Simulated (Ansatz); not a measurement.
`OB1O[SiH2]1` and `CB1O[SiH2]1` differ in one atom or group.

Ansatz, PBE0-D4/def2-TZVP geometries, multiplicity 1. Each molecule was computed in one conformer, which needn't be the lowest.

```
                                        property  `OB1O[SiH2]1`
            HOMO–LUMO gap (PBE0/def2-TZVPP) / eV           6.29
         HOMO–LUMO gap (ωB97M-V/def2-TZVPP) / eV          10.18
              HOMO energy (PBE0/def2-TZVPP) / eV          -7.07
              LUMO energy (PBE0/def2-TZVPP) / eV          -0.78
             HOMO energy (B3LYP/def2-TZVPP) / eV          -6.88
size of the dipole moment (B3LYP/def2-TZVPP) / D           2.62
```

Task: Give the same properties after the change, and the shifts. (Estimate.)

Result: Ansatz gave: 
```json
{"property": "HOMO–LUMO gap (PBE0/def2-TZVPP) / eV", "`CB1O[SiH2]1`": "6.21", "shift": "-0.08"}
{"property": "HOMO–LUMO gap (ωB97M-V/def2-TZVPP) / eV", "`CB1O[SiH2]1`": "10.07", "shift": "-0.11"}
{"property": "HOMO energy (PBE0/def2-TZVPP) / eV", "`CB1O[SiH2]1`": "-6.80", "shift": "0.27"}
{"property": "LUMO energy (PBE0/def2-TZVPP) / eV", "`CB1O[SiH2]1`": "-0.59", "shift": "0.19"}
{"property": "HOMO energy (B3LYP/def2-TZVPP) / eV", "`CB1O[SiH2]1`": "-6.62", "shift": "0.26"}
{"property": "size of the dipole moment (B3LYP/def2-TZVPP) / D", "`CB1O[SiH2]1`": "1.27", "shift": "-1.35"}
```

With PBE0 the HOMO rises by 0.27 eV and the LUMO rises by 0.19 eV, so the gap narrows by about 0.08 eV. PBE moves the HOMO by 0.20 eV and ωB97M-V by 0.29 eV. The zero-point energy changes by 56.0 kJ/mol with +6 modes. Dipoles are sizes alone; their direction can turn.

B3LYP here is the variant with VWN-RPA as its local correlation; programs differ in this.
